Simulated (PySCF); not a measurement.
Al(H)(OH)(nPr) (C₃H₉AlO), SMILES CC[CH2][AlH][OH]. Atoms are numbered in the order given.

```xyz
14

Al    -0.4402     1.2038     0.5767
H     -2.0060     1.3190     0.8253
O      0.5675     2.5083     1.0358
H      0.2734     3.3297     1.4397
C      0.4377    -0.3464    -0.2328
C     -0.4682    -1.5372    -0.5872
C      0.2820    -2.7096    -1.2213
H      1.2450    -0.6727     0.4515
H      0.9717     0.0054    -1.1374
H     -0.9929    -1.8915     0.3189
H     -1.2696    -1.2072    -1.2734
H      0.7825    -2.4000    -2.1541
H     -0.3934    -3.5467    -1.4636
H      1.0626    -3.0924    -0.5426
```

Coordinates come from a B3LYP-D3(BJ)/def2-SVP optimisation. The structure was generated by enumeration; whether it is a known compound was not checked. One conformer was computed; it need not be the lowest.

Two levels are set side by side: PBE/pcSseg-1 (PySCF) and KT2/pcSseg-1 (PySCF). GIAO shifts against H2O (¹⁷O), TMS (¹H), TMS (¹³C) at the same level; non-relativistic, no solvent, atoms listed together averaged. Differences are taken from unrounded values.

| quantity | KT2 |
|---|---|
| δ(¹H) of H2 (ppm) | 5.30 |
| δ(¹⁷O) of O3 (ppm) | 96.5 |
| δ(¹H) of H4 (ppm) | 3.63 |
| δ(¹³C) of C5 (ppm) | 16.0 |
| δ(¹³C) of C6 (ppm) | 24.7 |
| δ(¹³C) of C7 (ppm) | 24.6 |
| δ(¹H) of H8, H9 (ppm) | 0.58 |
| δ(¹H) of H10, H11 (ppm) | 1.71 |

Q: What does PBE give, and how far is it from KT2? (Estimate from the structure and the level; the computed values follow.)

A: 
```csv
quantity,PBE,PBE minus KT2
δ(¹H) of H2 (ppm),5.31,0.01
δ(¹⁷O) of O3 (ppm),98.8,2.3
δ(¹H) of H4 (ppm),3.62,-0.01
δ(¹³C) of C5 (ppm),15.8,-0.2
δ(¹³C) of C6 (ppm),24.6,-0.1
δ(¹³C) of C7 (ppm),24.7,0.2
"δ(¹H) of H8, H9 (ppm)",0.55,-0.03
"δ(¹H) of H10, H11 (ppm)",1.70,-0.01
```

Rough cost on one machine, each run with all the roots and properties that it gave: KT2 against PBE within a factor of 2.
